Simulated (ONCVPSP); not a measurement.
**u(r) = r·R(r): atom against pseudo-atom (copper)**

Columns: radius, all-electron u(r) and pseudo u(r) of the 3s shell (level -160.69 eV) of copper in the configuration [Ne] 3s2 3p6 3d8; PBE, scalar-relativistic, ONCV scheme, ONCVPSP 4.0.1.

```json
{"r (bohr)": "0.095", "all-electron": "-0.3466", "pseudo": "0.2672"}
{"r (bohr)": "0.190", "all-electron": "-0.6560", "pseudo": "0.5288"}
{"r (bohr)": "0.285", "all-electron": "-0.0233", "pseudo": "0.7732"}
{"r (bohr)": "0.380", "all-electron": "0.6820", "pseudo": "0.9815"}
{"r (bohr)": "0.475", "all-electron": "1.1333", "pseudo": "1.1319"}
{"r (bohr)": "0.570", "all-electron": "1.3165", "pseudo": "1.2078"}
{"r (bohr)": "0.665", "all-electron": "1.3111", "pseudo": "1.2043"}
{"r (bohr)": "0.760", "all-electron": "1.2002", "pseudo": "1.1314"}
{"r (bohr)": "0.855", "all-electron": "1.0429", "pseudo": "1.0096"}
{"r (bohr)": "0.950", "all-electron": "0.8755", "pseudo": "0.8634"}
{"r (bohr)": "1.045", "all-electron": "0.7174", "pseudo": "0.7144"}
{"r (bohr)": "1.140", "all-electron": "0.5775", "pseudo": "0.5772"}
{"r (bohr)": "1.235", "all-electron": "0.4588", "pseudo": "0.4588"}
{"r (bohr)": "1.330", "all-electron": "0.3607", "pseudo": "0.3607"}
{"r (bohr)": "1.425", "all-electron": "0.2812", "pseudo": "0.2812"}
{"r (bohr)": "1.520", "all-electron": "0.2178", "pseudo": "0.2178"}
{"r (bohr)": "1.615", "all-electron": "0.1678", "pseudo": "0.1677"}
{"r (bohr)": "1.710", "all-electron": "0.1286", "pseudo": "0.1285"}
{"r (bohr)": "1.805", "all-electron": "0.0981", "pseudo": "0.0981"}
{"r (bohr)": "1.900", "all-electron": "0.0747", "pseudo": "0.0747"}
{"r (bohr)": "1.995", "all-electron": "0.0566", "pseudo": "0.0566"}
{"r (bohr)": "2.090", "all-electron": "0.0429", "pseudo": "0.0428"}
{"r (bohr)": "2.185", "all-electron": "0.0323", "pseudo": "0.0323"}
{"r (bohr)": "2.280", "all-electron": "0.0244", "pseudo": "0.0243"}
{"r (bohr)": "2.375", "all-electron": "0.0183", "pseudo": "0.0183"}
{"r (bohr)": "2.470", "all-electron": "0.0137", "pseudo": "0.0137"}
```

**Question.** How many radial nodes do the two functions have?

**Answer.** The all-electron 3s function has n − l − 1 = 2 (the table is too coarse to show those close to the nucleus); the pseudo-wave has 0, since the states of the same l below it are removed with the core.

**Question.** At about which radius was the pseudo-wave matched?

**Answer.** 1.50 bohr. The columns agree to 0.0005 from 1.14 bohr on; several derivatives are matched, so the curves merge somewhat inside the radius.

**Question.** Where does each function peak?

**Answer.** Outermost all-electron maximum near 0.57 bohr, pseudo maximum near 0.57 bohr (to the table’s step).

**Question.** Is the pseudo-wave norm-conserving?

**Answer.** Yes: the ONCV scheme keeps the norm inside the radius equal to the all-electron one, which fixes the energy derivative of the logarithmic derivative at the level.
